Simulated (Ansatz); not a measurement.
Start from `NCO[SiH](O)F` and change one atom or group to get `O[SiH](F)O[SiH2]Cl`.

Ansatz, PBE0-D4/def2-TZVP geometries, multiplicity 1. Each molecule was computed in one conformer, which needn't be the lowest.

| property | `NCO[SiH](O)F` |
| --- | --- |
| size of the dipole moment (B3LYP/def2-TZVPP) / D | 1.45 |
| HOMO energy (PBE/def2-TZVPP) / eV | -6.25 |
| HOMO–LUMO gap (B3LYP/def2-TZVPP) / eV | 7.91 |
| HOMO energy (ωB97M-V/def2-TZVPP) / eV | -10.22 |
| LUMO energy (PBE/def2-TZVPP) / eV | -0.11 |
| LUMO energy (ωB97M-V/def2-TZVPP) / eV | 2.19 |

Give the same properties after the change, and the shifts. (Estimate.)

Ansatz gave: 
```
                                        property  `O[SiH](F)O[SiH2]Cl`  shift
size of the dipole moment (B3LYP/def2-TZVPP) / D                  1.52   0.07
               HOMO energy (PBE/def2-TZVPP) / eV                 -7.73  -1.48
           HOMO–LUMO gap (B3LYP/def2-TZVPP) / eV                  8.87   0.96
           HOMO energy (ωB97M-V/def2-TZVPP) / eV                -11.42  -1.20
               LUMO energy (PBE/def2-TZVPP) / eV                 -0.74  -0.63
           LUMO energy (ωB97M-V/def2-TZVPP) / eV                  1.88  -0.31
```

With PBE0 the HOMO falls by 1.38 eV and the LUMO falls by 0.63 eV, so the gap widens by about 0.75 eV. PBE moves the HOMO by -1.48 eV and ωB97M-V by -1.20 eV. Dipoles are sizes alone; their direction can turn.

B3LYP here is the variant with VWN-RPA as its local correlation; programs differ in this.
